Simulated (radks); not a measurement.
Charge is removed step by step from the 4p down level of Sn4+, starting from [Ar] 3d10 4s2 4p(up 3, down 3) 4d10. All-electron calculation, scalar-relativistic Kohn-Sham, LDA (Slater exchange, Perdew-Wang correlation), spin-polarised, spherical densities, finite nucleus; Fermi nuclear charge, rms radius 4.6519 fm. Program: a radial shooting solver on a logarithmic mesh with Libxc functionals.

removed (e),E - E(0) (eV),eigenvalue (eV),E minus straight line (eV)
0,0.000,-132.07,0.000
0.1,13.302,-134.09,-0.923
0.2,26.805,-136.12,-1.643
0.3,40.513,-138.16,-2.160
0.4,54.424,-140.21,-2.472
0.5,68.542,-142.27,-2.579
0.6,82.865,-144.34,-2.480
0.7,97.396,-146.42,-2.173
0.8,112.13,-148.51,-1.658
0.9,127.08,-150.60,-0.934
1,142.24,-152.71,0.000

Removing the whole electron costs 142.24 eV by Delta-SCF, against 132.07 eV from minus the eigenvalue at the starting occupation. Slater's transition state (half an electron removed) gives 142.27 eV. Integrating minus the eigenvalue over the occupation (Janak's theorem) gives 142.31 eV. In this scalar-relativistic scheme the density is built from large components alone, so the theorem holds only approximately. The mean slope of the eigenvalue, de/dn, is 20.6 eV per electron.
